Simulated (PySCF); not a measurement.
**Adding and removing an electron: AsO**

UHF-CCSD; As def2-TZVPPD, O def2-TZVPPD; no relativity (PySCF 2.14). Neutral (UHF): doublet (π ↑), Re = 1.618 Å, ωe = 1023 cm⁻¹, De = 4.27 eV.

AsO⁺ (RHF): singlet (closed shell), Re = 1.561 Å, ωe = 1175 cm⁻¹, De = 5.96 eV to As⁺ + O. The energies at the minima are -2309.52915 hartree for AsO and -2309.22593 for AsO⁺.

(1) Work out the adiabatic ionisation energy, without and with harmonic zero-point energies (1 hartree = 27.2114 eV, 1 eV = 8065.5 cm⁻¹), and the change of the bond length.

AsO⁻ (ROHF): triplet (π ↑↑), Re = 1.689 Å, ωe = 855 cm⁻¹. The energies at the minima are -2309.52915 hartree for AsO and -2309.57377 for AsO⁻.

(2) Work out the adiabatic electron affinity, without and with harmonic zero-point energies (1 hartree = 27.2114 eV, 1 eV = 8065.5 cm⁻¹), and the change of the bond length.

Correlated steps freeze 10 core orbitals. UHF and ROHF references stand side by side, which adds small steps between rows. Spin–orbit coupling is left out. For an ion De counts to the pair picked by the measured ionisation energies or electron affinities, which need not be the lowest pair at this level. Where the molecule has an RHF reference, its open-shell atoms are computed with UHF. The CCSD T1 diagnostic is raised in AsO⁺, a sign that a single reference may not be enough there. States were picked by a PBE0 search and need not be the measured ground states.

Neutral and ion stand on different kinds of reference determinant, which adds to the error of the difference.

Answers

(1) At CCSD: 0.30322 hartree = 8.251 eV between the minima; the zero-point term (1175.0 − 1023.0)/2 cm⁻¹ = +0.009 eV makes it 8.260 eV. Re changes by -5.7 pm against the neutral. The electron leaves a π orbital, and the shorter bond of the ion fits an antibonding orbital, or a change in how ionic the bond is.

(2) At CCSD: 0.04462 hartree = 1.214 eV between the minima; the zero-point term (1023.0 − 855.0)/2 cm⁻¹ = +0.010 eV makes it 1.225 eV. Re changes by +7.1 pm against the neutral. The electron enters a π orbital, and the longer bond of the ion fits an antibonding orbital, or a change in how ionic the bond is.
